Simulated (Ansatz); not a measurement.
Total energies of `CBI`.

Z-matrix (Å, degrees):
```
C
B 1 1.545
H 1 1.098 2 108.6
H 1 1.089 2 115.8 3 -122.9
H 1 1.097 2 109.0 3 113.6
I 2 2.124 1 122.2 3 121.7
H 2 1.192 1 123.2 3 -58.1
```

The species carries charge 0 and has multiplicity 1. Correlated methods include outer-core shells of I, which these sets cover unevenly. I: def2 effective core potential. The geometry is a stationary point of PBE0-D4/def2-TZVP. Basis def2-TZVPP, Ansatz 0.2.0.

RPA on PBE orbitals: Hartree–Fock energy of these orbitals -361.56106 Eh, correlation -1.11517 Eh (frozen core).

```
functional                    kind  energy without D4 (Eh)  D4 term (kJ/mol)
    revPBE                     GGA              -363.13669             -33.8
 CAM-B3LYP  range-separated hybrid              -363.07502              -9.9
```

**Question.** Give the same for LDA (SPW92), PBE, BLYP, r2SCAN, B97M-V, PBE0, B3LYP, r2SCANh, r2SCAN0, HSE06 (plane-wave form), BHLYP, LC-ωPBE, ωB97X-V, ωB97M-V, B2PLYP, PBE-QIDH. (Best estimate.)

**Answer.** The calculation gave: 
| functional | kind | energy without D4 (Eh) | D4 term (kJ/mol) |
| --- | --- | --- | --- |
| LDA (SPW92) | LDA | -362.01548 | – |
| PBE | GGA | -362.99767 | -11.4 |
| BLYP | GGA | -363.01864 | -25.2 |
| r2SCAN | meta-GGA | -363.18713 | -2.6 |
| B97M-V | meta-GGA with VV10 | -363.11313 | – |
| PBE0 | global hybrid, 25 % exact exchange | -363.04065 | -9.7 |
| B3LYP | global hybrid, 20 % | -363.22119 | -18.7 |
| r2SCANh | meta-GGA hybrid, 10 % | -363.17567 | -2.8 |
| r2SCAN0 | meta-GGA hybrid, 25 % | -363.15906 | -3.1 |
| HSE06 (plane-wave form) | screened hybrid | -363.03441 | -9.0 |
| BHLYP | global hybrid, 50 % | -363.02941 | -15.2 |
| LC-ωPBE | long-range corrected hybrid | -363.10471 | – |
| ωB97X-V | range-separated hybrid GGA with VV10 | -363.08584 | – |
| ωB97M-V | range-separated hybrid meta-GGA with VV10 | -363.05404 | – |
| B2PLYP | double hybrid | -362.88138 | – |
| PBE-QIDH | double hybrid | -362.87950 | – |

B3LYP takes the VWN-RPA correlation (the form of Gaussian; ORCA's B3LYP/G). HSE06 is the plane-wave form, built on full-range PBE exchange. The double hybrids freeze the cores in their second-order part.

LC-ωPBE has ω = 0.4 bohr⁻¹.
